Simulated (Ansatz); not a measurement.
Basis-set extrapolation for `CC/C=C/[SiH3]` (PBE0-D4/def2-TZVP geometry, frozen core, Ansatz). Multiplicity 1, RHF reference.

```tsv
	def2-TZVPP	def2-QZVPP
HF	-446.277928	-446.294289
MP2 correlation	-0.804356	-0.855759
CCSD(T) correlation	-0.901726	not run
```

Energies in hartree. Use E(X) = E(∞) + A·exp(−7.88·√X) for Hartree–Fock and E(X) = E(∞) + B·X^(−2.97) for correlation, with X = 3 and 4, and add CCSD(T) minus MP2 of the smaller set to the MP2 limit.

Question: What is the CCSD(T) energy at the basis-set limit?

Answer: HF limit: -446.294289 + (-0.016361) × 0.13774 = -446.29654. MP2 limit: -0.855759 + (-0.051403) × 0.74074 = -0.89384. Higher-order term: -0.901726 − (-0.804356) = -0.09737. Total: -447.28775 hartree, 283.8 kJ/mol below CCSD(T)/def2-TZVPP.
